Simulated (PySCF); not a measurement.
Zinc: a sound run and one with changed settings

Sound run: Zn [Ar] 3d10 4s2, Zn⁺ [Ar] 3d10 4s1. Calculation: PySCF 2.14, in 6-31G*; the non-relativistic Hamiltonian (point nucleus). In the sound run the correlated levels freeze [Ar]. The sound run starts from symmetry-adapted Hartree-Fock orbitals and uses a fine grid where one is needed.

Changed run: the spin-free X2C one-electron Hamiltonian (Gaussian nucleus). This setting is unsound on purpose.

```
species   method  sound run (hartree)  changed run (hartree)  converged
     Zn      UHF          -1777.48110            -1790.64923        yes
     Zn      LDA          -1776.12653            -1789.29300        yes
     Zn      PBE          -1778.75257            -1791.91956        yes
     Zn      MP2          -1777.72777            -1790.89588        yes
     Zn  CCSD(T)          -1777.72146            -1790.88961        yes
    Zn⁺      UHF          -1777.20913            -1790.37328        yes
    Zn⁺      LDA          -1775.79266            -1788.95420        yes
    Zn⁺      PBE          -1778.42925            -1791.59153        yes
    Zn⁺      MP2          -1777.42528            -1790.58920        yes
    Zn⁺  CCSD(T)          -1777.40969            -1790.57373        yes
```

Ionisation energy of Zn:

| method | sound run (eV) | changed run (eV) |
| --- | --- | --- |
| UHF | 7.401 | 7.509 |
| LDA | 9.085 | 9.219 |
| PBE | 8.798 | 8.926 |
| MP2 | 8.231 | 8.345 |
| SCS-MP2 | 8.291 | 8.405 |
| CCSD | 8.445 | 8.557 |
| CCSD(T) | 8.484 | 8.595 |

Most of the change in total energy is the relativistic energy itself. On top of that the contraction fixes the core shape for the Hamiltonian it was made with, so the changed run is not a good calculation with the other Hamiltonian either.

For comparison, NIST gives 9.394 eV between the lowest levels.
